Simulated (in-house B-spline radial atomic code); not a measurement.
Settings and results of a run for Kr³⁺. Method: non-relativistic PBE, spin-polarised, spherical fractional occupations, point nucleus, inside a hard spherical wall at 7.87 bohr. Calculated with a B-spline radial code for spherical atoms.

Command:
```bash
python run_scf.py task.json out
```
Settings:
```
Z                36
configuration    [Ar] 3d10 4s2 4p3
hamiltonian      nr
method           pbe,pbe
spin_polarised   True
wall_radius      7.87
```

Output (hartree, bohr):
```
 radial grid: 46 intervals, B-splines of order 8, outer radius 7.87 bohr

 iter        energy (Eh)    residual
    1       -2748.722140    4.49e-01
    2       -2749.668601    2.41e-01
    3       -2750.695448    1.89e-02
    4       -2750.702705    6.76e-03
    5       -2750.703397    1.37e-03
    6       -2750.703425    2.61e-04
    7       -2750.703426    8.43e-05
    8       -2750.703426    1.85e-06
    9       -2750.703426    1.04e-07

 total energy                     -2750.70343
 kinetic                            2749.2324
 electron-nucleus                  -6528.0108
 Hartree                            1122.0918
 exchange-correlation                -94.0169

 orbital      occ     eigenvalue          <r>       <r^2>       <1/r>     <1/r^3>       r_max
 1s up      1.000      -512.3054    0.0424531  0.00241319     35.4955           -     0.02805
 1s down    1.000      -512.2952    0.0424526  0.00241313      35.496           -     0.02804
 2s up      1.000       -67.8650     0.187801   0.0415054     7.88994           -      0.1581
 2s down    1.000       -67.8595     0.187795    0.041502     7.88986           -      0.1582
 2p up      3.000       -61.5384     0.161866    0.031995     7.87132     1389.12      0.1251
 2p down    3.000       -61.5286      0.16187   0.0319958     7.87096     1388.93      0.1251
 3s up      1.000       -10.8249     0.541221    0.336495     2.62645           -      0.4767
 3s down    1.000       -10.8114     0.540957    0.336015     2.62669           -      0.4768
 3p up      3.000        -8.5752     0.544982    0.347275      2.5179     204.297      0.4673
 3p down    3.000        -8.5598     0.544458    0.346355       2.519     204.386      0.4674
 3d up      5.000        -4.5408     0.552731    0.375646     2.27895     26.9763      0.4104
 3d down    5.000        -4.5223      0.55032    0.371401     2.28446       27.09      0.4104
 4s up      1.000        -2.1807      1.48877     2.50159    0.890991           -       1.329
 4s down    1.000        -2.0472      1.48852     2.51044    0.896257           -       1.315
 4p up      3.000        -1.6396      1.66225     3.13957    0.789143     23.3274        1.46
```

Time taken, with all properties: 0.09 s on 1 thread of Arm Neoverse V1, on a shared host.
